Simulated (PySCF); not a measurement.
Cd(Cl)(Me) (CH3CdCl), SMILES [CH3][Cd][Cl].

Geometry optimised at B3LYP-D3(BJ)/def2-TZVP. The def2 effective core potentials stand for the cores of Cd; spin–orbit coupling is left out.

Computed with PySCF with CAM-B3LYP/def2-TZVPD.

Symmetry labels are those of the subgroup Cs that the program uses (full group C3v).

Computed valence orbital energies around the gap with their symmetry:
```
orbital  symmetry  energy (eV)
-------  --------  -----------
HOMO−7         A"       -16.83
HOMO−6         A'       -16.83
HOMO−5         A'       -12.93
HOMO−4         A"       -12.93
HOMO−3         A'       -11.18
HOMO−2         A'        -9.73
HOMO−1         A"        -9.73
HOMO           A'        -9.58
LUMO           A'        -0.23
LUMO+1         A"         0.35
LUMO+2         A'         0.35
LUMO+3         A'         1.32
```
